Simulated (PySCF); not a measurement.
## Kr²⁺ (krypton, charge +2) across methods

[Ar] 3d10 4s1 4p4 4d1, one real determinant (an excited configuration). Calculation: PySCF 2.14, in aug-cc-pVDZ-DK; the spin-free X2C one-electron Hamiltonian (Gaussian nucleus).

```
 method  E (hartree)  mean ε 4p α (eV)  mean ε 4p β (eV)  mean ε 4d α (eV)  Σ⟨r²⟩ (bohr²)   ⟨S²⟩
    LDA    -2783.388           -34.938           -31.880           -14.333          28.36  6.001
LC-wPBE    -2786.980           -39.800           -35.884           -18.339          28.24  6.001
 r2SCAN    -2787.289           -35.656           -31.825           -14.617          28.32  6.002
   MN15    -2789.135           -37.363           -33.746           -15.856          28.23  6.001
   PBE0    -2787.010           -36.816           -32.796           -15.667          28.32  6.001
    UHF  -2785.56035           -41.906           -34.561           -18.600          28.56  6.004
r2SCANh    -2787.281           -36.347           -32.247           -15.052          28.32  6.002
  B3LYP    -2787.326           -36.265           -32.813           -15.248          28.37  6.001
```

**Question.** Estimate the same row for PBE.

**Answer.** E (hartree) = -2786.949; mean ε 4p α (eV) = -34.844; mean ε 4p β (eV) = -31.698; mean ε 4d α (eV) = -14.515; Σ⟨r²⟩ (bohr²) = 28.33; ⟨S²⟩ = 6.001.

⟨L²⟩ = 8.00 against 12 for a pure F term, so this real determinant mixes terms. The outer electron is Rydberg-like, and this basis confines it to a smaller radius and binds it less than a complete one would.
